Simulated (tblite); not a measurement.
Compound: C₄H₈BBrO₃.
Numbering: `[OH:1][B:2]1[O:3][CH2:4][CH2:5][C@@H:6]([CH2:7][Br:8])[O:9]1` (hydrogens: H10 on O1; H11, H12 on C4; H13, H14 on C5; H15 on C6; H16, H17 on C7)

Computed with GFN2-xTB (tblite), gas phase: L-BFGS steps from a force-field or distance-geometry start until the largest atomic force falls under 0.01 eV/Å.

Step 21: E = -824.1485 eV
```
atom  x, y, z in Å  |  force x, y, z in eV/Å
O1      2.1323    2.2536    0.2358   -0.199   0.065   0.067
B2      1.3494    1.1510    0.2828    0.125   0.020  -0.217
O3      1.9669   -0.0488    0.1099    0.489   0.062   0.087
C4      1.2949   -1.2531   -0.1080   -0.403  -0.233  -0.027
C5     -0.2182   -1.1839    0.1600   -0.196   0.145  -0.162
C6     -0.7231    0.2037   -0.2662   -0.260  -0.105  -0.091
C7     -2.2070    0.5171   -0.0898   -0.158  -0.169   0.040
Br8    -2.9552    0.1202    1.6759    0.301   0.046  -0.225
O9     -0.0122    1.2582    0.3509    0.033  -0.001  -0.044
H10     3.0080    2.0393   -0.0829    0.148   0.051   0.243
H11     1.7150   -2.0323    0.5405    0.215   0.111  -0.143
H12     1.4735   -1.5018   -1.1686   -0.051  -0.171   0.205
H13    -0.6731   -1.9518   -0.4716   -0.235   0.060   0.233
H14    -0.4629   -1.3708    1.2108    0.133   0.092  -0.128
H15    -0.5622    0.2702   -1.3597    0.067   0.094  -0.008
H16    -2.3078    1.5984   -0.2388   -0.194  -0.279   0.048
H17    -2.8252   -0.0572   -0.7909    0.185   0.211   0.123
```

Step 22: E = -824.1834 eV
```
atom  x, y, z in Å  |  force x, y, z in eV/Å
O1      2.1465    2.2559    0.2827   -0.120  -0.223  -0.092
B2      1.3400    1.1578    0.2618    0.349   0.261  -0.156
O3      1.9635   -0.0347    0.0570    0.213   0.003  -0.024
C4      1.2838   -1.2488   -0.1171   -0.079  -0.165  -0.023
C5     -0.2229   -1.1801    0.1554   -0.187   0.134  -0.090
C6     -0.7304    0.2027   -0.2823   -0.191  -0.034  -0.055
C7     -2.2060    0.5197   -0.0909   -0.245  -0.140   0.156
Br8    -2.9279    0.1039    1.6912    0.305   0.098  -0.336
O9     -0.0214    1.2730    0.3154    0.196  -0.149  -0.083
H10     3.0296    2.0239   -0.0251   -0.158   0.133   0.335
H11     1.7406   -1.9805    0.5569    0.087  -0.054  -0.086
H12     1.4513   -1.5552   -1.1629    0.029  -0.036   0.154
H13    -0.6811   -1.9582   -0.4616   -0.231   0.099   0.212
H14    -0.4562   -1.3616    1.2065    0.076   0.108  -0.024
H15    -0.5764    0.2449   -1.3768    0.073   0.161  -0.036
H16    -2.3146    1.6028   -0.2352   -0.172  -0.345   0.082
H17    -2.8252   -0.0537   -0.7849    0.056   0.149   0.065
```

Step 23: E = -824.2088 eV
```
atom  x, y, z in Å  |  force x, y, z in eV/Å
O1      2.1436    2.2434    0.2920    0.043   0.222  -0.051
B2      1.3429    1.1591    0.2514    0.065  -0.071  -0.137
O3      1.9672   -0.0346    0.0459    0.016  -0.011  -0.134
C4      1.2737   -1.2466   -0.1199    0.071  -0.018  -0.008
C5     -0.2307   -1.1736    0.1506   -0.083   0.060   0.041
C6     -0.7357    0.2049   -0.2911   -0.026   0.031   0.012
C7     -2.2067    0.5187   -0.0904   -0.169  -0.085   0.187
Br8    -2.9034    0.0945    1.6942    0.251   0.098  -0.310
O9     -0.0220    1.2753    0.3036    0.265  -0.166  -0.092
H10     3.0343    2.0226    0.0059   -0.081   0.094   0.291
H11     1.7577   -1.9522    0.5502    0.012  -0.310   0.128
H12     1.4359   -1.5768   -1.1511    0.086   0.010  -0.111
H13    -0.6979   -1.9572   -0.4496   -0.208   0.080   0.135
H14    -0.4496   -1.3523    1.2022    0.005   0.128   0.087
H15    -0.5745    0.2414   -1.3822    0.028   0.180  -0.106
H16    -2.3263    1.5976   -0.2367   -0.151  -0.253   0.099
H17    -2.8155   -0.0522   -0.7850   -0.122   0.011  -0.030
```

Question: Estimate the geometry and energy of step 24. (The exact step hangs on the optimiser's Hessian estimate; all steps are aligned on step 23, rigid shifts and turns removed.)

Answer: E = -824.2291 eV, largest force 0.342 eV/Å
```
atom  x, y, z in Å  |  force x, y, z in eV/Å
O1      2.1497    2.2504    0.3162   -0.022   0.002  -0.112
B2      1.3434    1.1660    0.2334    0.147  -0.024  -0.082
O3      1.9713   -0.0260    0.0123   -0.180  -0.102  -0.155
C4      1.2687   -1.2448   -0.1241    0.253   0.021  -0.013
C5     -0.2362   -1.1682    0.1483    0.052  -0.003   0.104
C6     -0.7421    0.2038   -0.3004    0.099   0.090  -0.030
C7     -2.2113    0.5142   -0.0858   -0.030  -0.051   0.110
Br8    -2.8812    0.0893    1.6932    0.167   0.055  -0.159
O9     -0.0206    1.2786    0.2813    0.228  -0.159  -0.083
H10     3.0428    2.0133    0.0469   -0.110   0.147   0.288
H11     1.7680   -1.9316    0.5594   -0.093  -0.258   0.092
H12     1.4259   -1.6052   -1.1468    0.106   0.068  -0.097
H13    -0.7076   -1.9568   -0.4400   -0.199   0.062   0.092
H14    -0.4459   -1.3442    1.2009   -0.026   0.150   0.138
H15    -0.5798    0.2323   -1.3925   -0.026   0.183  -0.082
H16    -2.3319    1.5889   -0.2307   -0.161  -0.095   0.083
H17    -2.8202   -0.0478   -0.7818   -0.204  -0.086  -0.092
```

The energy changes by -0.0203 eV. The first-order estimate −F·Δx gives -0.0281 eV and the mean of the old and new forces, exact on a quadratic surface, -0.0202 eV. The step makes an angle of 71° with the force vector and moves no atom by more than 0.043 Å.

What follows is the cost of the whole relaxation. Time: 3.0 s wall, 2.5 s CPU. Hardware: one thread of an Intel Xeon at 2.50 GHz, shared host with 64 logical CPUs at a one-minute load of 62.
